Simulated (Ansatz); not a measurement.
Basis sets compared for the cluster Cu₃O₂. The state is a doublet with charge 0. Geometry B3LYP-D4/def2-SVP. Ansatz on 4 threads of AMD EPYC 9R45 on a shared host; times are rough, and most runs start from earlier orbitals.

```xyz
5

Cu   -0.752   -0.148    1.518
Cu   -1.171   -0.915   -0.827
Cu    1.042    0.577   -0.376
O     0.426   -0.644   -1.561
O     0.455    1.129    1.245
```

At PBE-D4/def2-SVP, PBE-D4/def2-TZVP, PBE0-D4/def2-SVP, PBE0-D4/def2-TZVP the charge 0 doublet is spin-contaminated (final ⟨S²⟩ up to 0.98, 0.75 for a pure state). No other spin state of charge 0 was run. Another isomer (doublet) lies 0.25 eV lower at PBE0-D4/def2-TZVP; other spin states weren't run for this one.

Binding counts from free atoms (Cu doublet, O triplet) in the same basis, without a counterpoise term.

```tsv
level	functions	energy (Eh)	HOMO (eV)	LUMO (eV)	binding per atom (eV)	wall time
PBE-D4/def2-SVP	121	-5070.2763	-4.39	-4.18	2.84	1.4 s
PBE0-D4/def2-SVP	121	-5070.2412	-5.74	-3.28	2.31	2.7 s
```

Question: Estimate the rows for PBE-D4/def2-TZVP (with forces), PBE0-D4/def2-TZVP.

Answer: 
```
                         level  functions  energy (Eh)  HOMO (eV)  LUMO (eV)  binding per atom (eV)  wall time
PBE-D4/def2-TZVP (with forces)        197   -5071.2133      -4.88      -4.64                   2.51      2.6 s
             PBE0-D4/def2-TZVP        197   -5071.1526      -6.21      -3.70                   2.08      4.9 s
```
